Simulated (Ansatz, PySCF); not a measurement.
Pair of molecules: HF (SMILES F) (first 2 atoms) with C2H4 (SMILES C=C); geometry from B3LYP-D3(BJ)/def2-TZVP, rigid monomers moved along the line of their centres of mass till H2···C4 is 2.02 Å.
(charge 0, multiplicity 1):
```xyz
8

F     -0.0440     0.3998    -0.2698
H     -0.0182     0.2834     0.6584
C      0.4007    -0.5022     2.4672
C     -0.3325     0.5946     2.6250
H     -0.0539    -1.4799     2.3616
H      1.4831    -0.4648     2.4470
H      0.1223     1.5711     2.7399
H     -1.4147     0.5559     2.6545
```

Counterpoise-corrected where a basis set is named; no monomer relaxation. Rows marked so take none.

Cores are frozen in the correlated methods. CBS: X⁻³ extrapolation of the correlation energy, Hartree–Fock from the larger set. Rows in 6-311+G** carry no dispersion term and start afresh at each structure.

The values were computed with Ansatz (a program for electronic structure); PySCF for 6-311+G** rows, the dispersion terms. Values without a source in brackets are computed.

Question: Predict the interaction energy from PBE-D3(BJ)/def2-TZVPPD.

Answer: -22 kJ/mol
